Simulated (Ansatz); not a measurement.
Born–Oppenheimer molecular dynamics of BBrCl3H (6 atoms, charge 0, multiplicity 1). It starts at the highest image of a converged band, a first-order saddle point between two minima.

Level of theory: RKS CAM-B3LYP-D4/def2-SVP (Ansatz 0.2.0).

```json
{
 "ensemble": "NVE (velocity Verlet)",
 "time step": "0.5 fs",
 "steps asked": "200",
 "starting velocities drawn for": "100 K",
 "seed": "10362"
}
```

First frame:

```xyz
6
Properties=species:S:1:pos:R:3
B -0.437 -0.268 -0.175
Cl 0.950 0.822 -1.126
Cl -0.310 -1.970 -0.627
Cl -2.008 0.534 -0.230
H 1.268 0.796 0.397
Br 0.538 0.086 1.760
```

Question: How far do the bonds stretch over the last three quarters of this one trajectory? (Pairs bonded in most of those frames.)

Answer: 
| bond | mean (Å) | spread (Å) | shortest | longest |
| --- | --- | --- | --- | --- |
| B1–Cl3 | 1.757 | 0.026 | 1.71 | 1.81 |
| B1–Cl4 | 1.756 | 0.020 | 1.71 | 1.79 |
| B1–Br6 | 1.949 | 0.084 | 1.83 | 2.13 |
| Cl2–H5 | 1.302 | 0.036 | 1.26 | 1.44 |

Mean temperature of the second half: 1362 K. The conserved energy stayed within 0.049 meV per atom of its start (net change -0.0058 meV per atom), so the integration is sound. The kinetic energy rose, since the run started high on the potential surface and went downhill. It ends in pieces (BBrCl2 + ClH), so much of that is their flight and rotation, not heat. A run of 0.1 ps of so small a system gives no equilibrium averages. The orbitals stay closed-shell, which can raise the energy where a bond breaks towards radicals; this wasn't checked here.

Run time: 11 min on 4 threads of Arm Neoverse N1, with other jobs on the host, peak memory 0.32 GiB.
